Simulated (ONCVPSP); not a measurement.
**Varying the ONCV potential for molybdenum**

Base potential:

- Element: Mo
- Generator: ONCVPSP 4.0.1
- Type: optimised norm-conserving Vanderbilt (ONCV)
- Functional: PBE
- Relativity: scalar-relativistic
- Frozen core: [Ar] 3d10
- Valence charge: 14
- Reference configuration: 4s2 4p6 4d3 (charge +3)
- Partial waves: 4s: rc 1.65 bohr, ncon 3, nbas 6, qcut 6.1 1/bohr, local; 4p: rc 2.05 bohr, ncon 4, nbas 8, qcut 7.3 1/bohr, 2 projectors, debl 1.6 Ha; 4d: rc 1.70 bohr, ncon 4, nbas 8, qcut 5.6 1/bohr, 2 projectors, debl 3.8 Ha
- Local potential: the s channel
- Core correction: Teter function, fcfact 2.25, rcfact 1.5

In the p channel the program set the typed energies aside and used -2.573, 0.050 Ha.

Cutoffs, loose and tight: the cutoffs (Ha) at which the residual kinetic energy of the hardest occupied pseudo-wave falls to 1 and 0.1 mHa per electron. They do not see the model core or the augmentation charge, which bear on the density cutoff. Test errors are all-electron minus pseudo excitation energies from the reference, over the configurations 4s2 4p6 4d5 5s1; 4s2 4p6 4d5; 4s2 4p6 4d4; 4s2 4p6 4d5 5p1. A dash means not determined; rows that change the core or the reference have their own tests. The largest error is taken over the tests solved by every variant that gives reliable tests at all: 4s2 4p6 4d4; 4s2 4p6 4d5; 4s2 4p6 4d5 5p1.

```csv
change,outcome,"cutoff, loose","cutoff, tight",bound ghosts,GHOST(+) flags above zero,largest test error (meV)
base,"generated, projector energies reset by the program",26 Ha,74 Ha,none,none,+14
d: qcut 3.3,"generated, projector energies reset by the program",78 Ha,90 Ha,none,none,+23
"all radii but the core radius scaled by about 1.10 (s 1.82, p 2.26, d 1.88 bohr)","generated, projector energies reset by the program",17 Ha,59 Ha,none,none,+24
"d: rc 1.65, qcut 5.8","generated, projector energies reset by the program",20 Ha,76 Ha,none,none,+13
```
